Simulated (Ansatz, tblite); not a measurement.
Removing and adding an electron: Sb₂H₄. Total charge 0; singlet. Geometry: B3LYP-D4/def2-TZVP. Ansatz, gas phase; energy differences of separate SCF runs; the oxidised species was run as a doublet alone; the reduced species was run as a doublet alone.

```xyz
6

Sb   -0.6035    0.6505   -1.1278
Sb    0.6084   -0.6409    1.1306
H    -1.0368    1.9926   -0.1488
H    -2.1010   -0.1128   -0.7780
H     2.1131    0.1026    0.7693
H     1.0198   -1.9921    0.1547
```

In the def2 sets Sb takes a core potential; there is no spin–orbit coupling. The xTB rows come from tblite. Correlated methods freeze 8 core orbitals; core or outer-core shells of Sb are correlated, in sets that lack core-valence functions.

```tsv
level	−HOMO (eV)	vertical IE (eV)	−LUMO (eV)	vertical EA (eV)	HOMO–LUMO gap (eV)	IE − EA (eV)	remarks
GFN1-xTB	10.20	13.71	5.97	2.59	4.22	11.13	–
GFN2-xTB	9.45	12.32	6.36	3.58	3.09	8.74	–
HF/def2-TZVPP	–	7.66	–	–	–	–	spin-contaminated (⟨S²⟩ 0.84) (+1 doublet)
PBE-D4/def2-TZVP	5.84	8.50	2.00	–	3.84	–	–
PBE-D4/def2-TZVPD	5.84	–	2.03	0.04	3.82	–	HOMO above zero (-1 doublet)
r2SCAN-D4/def2-TZVP	6.05	8.54	1.85	–	4.21	–	–
r2SCAN-D4/def2-TZVPD	6.06	–	1.86	0.02	4.20	–	HOMO above zero (-1 doublet)
PBE0-D4/def2-TZVP	6.70	8.56	1.35	–	5.35	–	–
PBE0-D4/def2-TZVPD	6.71	–	1.39	0.01	5.32	–	HOMO above zero (-1 doublet)
MP2/def2-TZVPP	–	8.70	–	–	–	–	spin-contaminated (⟨S²⟩ 0.84) (+1 doublet)
CCSD/def2-TZVPP	–	8.54	–	–	–	–	spin-contaminated (⟨S²⟩ 0.84) (+1 doublet)
CCSD(T)/def2-TZVPP	–	8.59	–	–	–	–	spin-contaminated (⟨S²⟩ 0.84) (+1 doublet)
```

   A HOMO above zero means that the electron is unbound at that level or that self-interaction error raises the level; the energy of removing that electron tells which. Raw xTB energy differences between charge states are shifted by several eV; the methods need an empirical correction for them.
